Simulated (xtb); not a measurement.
C2H6CdS, SMILES C[S][Cd][CH3]. All values are semi-empirical tight-binding results from xtb (GFN2-xTB unless named), good for trends rather than for accurate numbers. Geometry optimised at GFN2-xTB. The structure was generated by enumeration; whether it is a known compound was not checked. The values are those of a single conformer.

Optimised geometry:

```xyz
10

Cd    -0.3825     0.0981     0.5681
C     -1.7646     1.7200     0.0405
H     -2.4864     1.9314     0.8224
H     -2.2969     1.4370    -0.8678
H     -1.1766     2.6177    -0.1512
S      1.5336    -1.0736    -0.4451
C      1.1695    -0.4635    -2.1330
H      0.3681    -1.0566    -2.5735
H      2.0780    -0.5998    -2.7129
H      0.9053     0.5986    -2.1118
```
Charge 0, spin multiplicity 1.

For metal compounds this method's bond lengths and energies can be far off.

- orbital gap: 2.80 eV
- zero-point energy: 44.2 kcal/mol
- G − E(el) at 298.15 K (modified RRHO): 22.3 kcal/mol

Computed atomic charges and the Wiberg bond orders between heavy atoms:
charges (e) Cd1 0.34, C2 -0.21, H3 0.05, H4 0.05, H5 0.05, S6 -0.40, C7 -0.03, H8 0.05, H9 0.06, H10 0.05. Bond orders Cd1–C2 0.77, Cd1–S6 0.69, C2–S6 0.33, S6–C7 1.00.
